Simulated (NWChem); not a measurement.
System: SiN2H5Cl; SMILES [SiH](Cl)(N)N

```xyz
9

Si     0.0192    -0.4086     0.3845
N     -1.4956    -0.8967    -0.2485
N      1.2168    -1.4218    -0.2949
Cl     0.1246     1.6211    -0.1063
H      0.2459    -0.4482     1.8556
H     -2.2710    -0.2469    -0.2905
H     -1.8001    -1.8601    -0.1712
H      1.2568    -1.5636    -1.2984
H      2.1332    -1.4902     0.1324
```
Atoms are numbered in this order, from 1.

All runs: NWChem. Pople sets run with spherical d functions. Coordinates come from a PBE0/def2-SVP optimisation. Level MN15/6-31G*: energy and gradient on several grids; changes count from the extra-fine grid, which is no exact limit either.

| grid | size of the energy change (μHa) | largest change of a gradient component (μHa/bohr) | time, medium = 1 (rough) |
|---|---|---|---|
| xcoarse | 30000 | 1000 | about 1 |
| coarse | 500 | 500 | about 1 |
| medium | < 10 | 60 | about 1 |
| fine | < 10 | < 30 | about 1 |
| xfine | < 10 | < 30 | 2 |
